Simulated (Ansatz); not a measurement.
SbMe3 (C3H9Sb). Total charge 0; triplet. Geometry PBE0-D4/def2-SVP, that of the neutral singlet; atoms count from 1.

```xyz
13

Sb   -0.8896    0.4031   -0.7003
C    -0.8111    0.8297    1.4282
H    -0.7903    1.9174    1.5893
H     0.0881    0.3793    1.8734
H    -1.7047    0.4209    1.9220
C     1.1878    0.9326   -1.0507
H     1.8339    0.4551   -0.2996
H     1.3082    2.0242   -0.9922
H     1.4914    0.6013   -2.0544
C    -0.4787   -1.7159   -0.4576
H    -0.2304   -2.1600   -1.4327
H    -1.3687   -2.2244   -0.0591
H     0.3640   -1.8633    0.2336
```

In the def2 sets Sb takes a core potential; there is no spin–orbit coupling. At PBE0-D4/def2-TZVP a singlet of charge 0 lies 4.61 eV below the triplet at the same geometry.

(1) Estimate the Mulliken populations from the PBE0/def2-TZVP orbitals of Ansatz.

(2) Where does the spin sit?

(3) And the Mayer bond orders between bonded heavy atoms (over 0.3)?

Results:

(1) 
```tsv
atom	charge (e)	spin (α − β)
Sb1	0.21	1.68
C2	-0.56	0.01
H3	0.16	0.00
H4	0.15	0.02
H5	0.16	0.00
C6	-0.47	0.10
H7	0.12	0.04
H8	0.15	0.00
H9	0.14	0.00
C10	-0.47	0.10
H11	0.14	0.01
H12	0.15	0.00
H13	0.12	0.04
```
Mulliken values and Mayer orders depend strongly on the basis.

(2) Summed by element: Sb 1.68, C 0.21, H 0.11, of 2 unpaired in all. Largest on single atoms: Sb1 1.68, C6 0.10, C10 0.10.

(3) Sb1–C2 0.91 (2.17 Å); Sb1–C6 0.53 (2.17 Å); Sb1–C10 0.53 (2.17 Å).
